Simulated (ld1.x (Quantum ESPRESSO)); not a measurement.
arsenic (As), RRKJ: configuration errors across variants

ld1.x (Quantum ESPRESSO) 7.5 input, shortened:

```
&input
   title='As', zed=33., rel=1, dft='PBE', iswitch=3,
   config='[Ar] 3d10 4s2 4p3 4d-2'
 /
 &inputp
   pseudotype=2, tm=.false., lloc=0,
   nlcc=.true.
 /
3
4P  2  1   3.00   0.00  1.90  1.90  0.0
4D  3  2  -2.00  -0.10  1.80  1.80  0.0
4S  1  0   2.00   0.00  1.30  1.30  0.0
 &test
   configts(1)='4s2 4p3'
 /
```

All-electron excitation energies from the reference (eV): (1) 4s2 4p2 9.149; (2) 4s2 4p1 27.067; (3) 4s2 4p0 54.770; (4) 4s2 4p3.3 -1.234; (5) 4s1 4p0 105.417; (6) 4s0 4p5 19.056; (7) 4s1 4p4 9.417.

2 further variants failed, have other tests or too few solved ones, and are left out.

A true bound ghost makes a file unfit for plane-wave use even where its test errors are small: the radial tests pick states by their node count and pass the ghost by.

Errors AE − PS in meV (a dash: test not solved or not reliable):

```csv
change,(1),(2),(3),(4),(5),(6),(7),bound ghosts
base,-4.3,-22,-63,+0.1,-264,-67,-16,d
wave 4d channel at -0.1 Ry: rc 1.80 bohr becomes 4d channel at -0.1 Ry: rc 1.62 bohr,-4.3,-22,-63,+0.1,-264,-67,-16,d
wave 4d channel at -0.1 Ry: rc 1.80 bohr becomes 4d channel at -0.1 Ry: rc 2.02 bohr,-4.3,-22,-63,+0.1,-264,-67,-16,d
wave 4d channel at -0.1 Ry: rc 1.80 bohr becomes 4d channel at -0.1 Ry: rc 2.32 bohr,-4.3,-22,-63,+0.1,-264,-67,-16,none
wave 4d channel at -0.1 Ry: rc 1.80 bohr becomes 4d channel at -0.1 Ry: rc 2.48 bohr,-4.3,-22,-63,+0.1,-264,-67,-16,none
wave 4d channel at -0.1 Ry: rc 1.80 bohr becomes 4d channel at -0.1 Ry: rc 2.64 bohr,-4.3,-22,-63,+0.1,-264,-67,-16,none
```

(1) Give the same row for: wave 4d channel at -0.1 Ry: rc 1.80 bohr becomes 4d channel at -0.1 Ry: rc 1.76 bohr.

Results:

(1) -4.3, -22, -63, +0.1, -264, -67, -16; bound ghosts: d.
